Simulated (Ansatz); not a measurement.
`BN1C[SiH2]1` + `FC([SiH3])S` → `BSC(F)[SiH3]` + `C1N[SiH2]1`  (ligand exchange at a B–N bond)

Computed with Ansatz on PBE0-D4/def2-TZVP structures; ΔE is electronic, products minus reactants. CBS: MP2 limit from def2 TZ/QZ plus the TZ coupled-cluster correction, frozen cores. DFT in def2-TZVPP. B3LYP here is the variant with VWN-RPA as its local correlation; programs differ in this. One conformer a species, not always the lowest.

Is it downhill or uphill in electronic energy at CCSD(T)/CBS, and by how much? (Estimate.)

Ansatz gave: Uphill: ΔE = +47.8 kJ/mol.

What do these levels give: PBE-D4, BLYP-D4, r2SCAN-D4, B97M-V, B3LYP-D4, CCSD/CBS(def2)? (Estimate.)

The calculation gave: PBE-D4 45.0, BLYP-D4 52.7, r2SCAN-D4 46.5, B97M-V 46.8, B3LYP-D4 54.2, CCSD/CBS(def2) 50.4 kJ/mol.

Largest T1 diagnostic among the species: 0.014.

From BLYP to BHLYP (50 % exact exchange), in def2-TZVPP and without D4, ΔE moves by +4.5 kJ/mol. Leaving LDA and LC-ωPBE aside and taking each functional with its dispersion term where it has one, the values, not all of them listed here, spread over 13.7 kJ/mol, from revPBE-D4 to CAM-B3LYP-D4. LDA lies +6.9 kJ/mol from PBE without D4.
